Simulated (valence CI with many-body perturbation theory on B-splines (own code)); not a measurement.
## Level structure of Mg VIII

Computed by relativistic CI+MBPT: three valence electrons over a frozen Dirac-Fock core [He], a basis of 11 s, 11 p, 10 d, 8 f, 5 g, 2 h functions for each j, with the one-electron correlation potential Σ1 (screened to all orders), the two-electron term Σ2, the three-electron term Σ3, Breit, model QED; selected single and double excitations, second order for the rest, scaled by the run's own slope (own B-spline code, finite nucleus).

No measured spectrum was set against this ion. As an estimate, levels hold to about 100 cm⁻¹ or 0.05 % of their energy and the worst to 300 or 400 cm⁻¹, as in measured light ions of charge 2 to 7.

Levels 181 to 194 of 194, with energies above the lowest level, 2s2 2p 2P°_1/2. "Leading %" is the weight of the configuration and term that name the level; weights of strongly mixed levels are sums over their largest components and can fall short. In the jj column 3d3/2^4 stands for four electrons in 3d with j = 3/2. Lifetimes count E1, E2, E3, M1 and M2 decay at the calculated energies, and are blank where another channel may lead or the interval is too uncertain; long ones can be off by a factor of two.

| No. | Configuration | Term | J | E (eV) | Leading % | Lifetime | Leading jj | Second component |
| --- | --- | --- | --- | --- | --- | --- | --- | --- |
| 181 | 2s 2p 4f | 2G | 9/2 | 229.32 | 92 | 18.3 ps | 2s 2p3/2 4f5/2 (73 %) | 6 % 2s 2p 4f 4G |
| 182 | 2s 2p 4f | 4D | 7/2 | 229.37 | 67 | 15.2 ps | 2s 2p3/2 4f7/2 (83 %) | 20 % 2s 2p 4f 2F |
| 183 | 2s 2p 4d | 2P° | 1/2 | 229.39 | 98 | 6.34 ps | 2s 2p3/2 4d5/2 (83 %) |  |
| 184 | 2s 2p 4f | 4D | 5/2 | 229.42 | 87 | 15.4 ps | 2s 2p3/2 4f5/2 (59 %) | 7 % 2s 2p 4f 4F |
| 185 | 2s 2p 4f | 4D | 3/2 | 229.48 | 95 | 15.7 ps | 2s 2p3/2 4f5/2 (84 %) |  |
| 186 | 2s 2p 4f | 4D | 1/2 | 229.52 | 99 | 15.8 ps | 2s 2p3/2 4f5/2 (99 %) |  |
| 187 | 2s 2p 4f | 2D | 5/2 | 229.66 | 79 | 12.0 ps | 2s 2p3/2 4f7/2 (61 %) | 7 % 2s 2p 4f 2F |
| 188 | 2s 2p 4f | 2D | 3/2 | 229.77 | 87 | 11.9 ps | 2s 2p3/2 4f7/2 (79 %) | 5 % 2s2 5d 2D |
| 189 | 2s2 5d | 2D | 5/2 | 230.35 | 90 | 11.2 ps | 2s^2 5d5/2 (90 %) | 5 % 2p2 5d 2D |
| 190 | 2s2 5d | 2D | 3/2 | 230.35 | 88 | 11.1 ps | 2s^2 5d3/2 (88 %) | 5 % 2p2 5d 2D |
| 191 | 2s2 5g | 2G | 7/2 | 230.98 | 94 | 57.6 ps | 2s^2 5g7/2 (94 %) | 6 % 2p2 5g 2G |
| 192 | 2s2 5g | 2G | 9/2 | 230.98 | 94 | 57.6 ps | 2s^2 5g9/2 (94 %) | 6 % 2p2 5g 2G |
| 193 | 2s2 5f | 2F° | 5/2 | 231.01 | 93 | 28.2 ps | 2s^2 5f5/2 (93 %) | 6 % 2p2 5f 2F° |
| 194 | 2s2 5f | 2F° | 7/2 | 231.01 | 92 | 27.8 ps | 2s^2 5f7/2 (92 %) | 6 % 2p2 5f 2F° |

Names give the largest LS component (configuration and term), which can be under half, so a name can repeat, a term be missing and a line seem to break the LS rules; names also repeat where a configuration has a term twice.

Where two levels of one J and parity lie close, their mixing, g and order are uncertain.
